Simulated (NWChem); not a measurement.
Species: phosphorus nitride (PN); SMILES N#P

```xyz
2

N      0.0000     0.0000     1.0126
P      0.0000     0.0000    -0.4822
```
Atoms are numbered in this order, from 1.

Program: NWChem. The geometry was optimised at B3LYP/6-31G* (spherical d). GIAO values for the isolated, static molecule; σ is the absolute isotropic shielding.

For level B3LYP/pcSseg-2:

* **σ N1 (ppm)**: -445.1
* **σ P2 (ppm)**: -70.5

Problem. Estimate the same quantities for level B3LYP/IGLO-III.

Solution. 
- σ N1 (ppm): -431.9
- σ P2 (ppm): -48.3
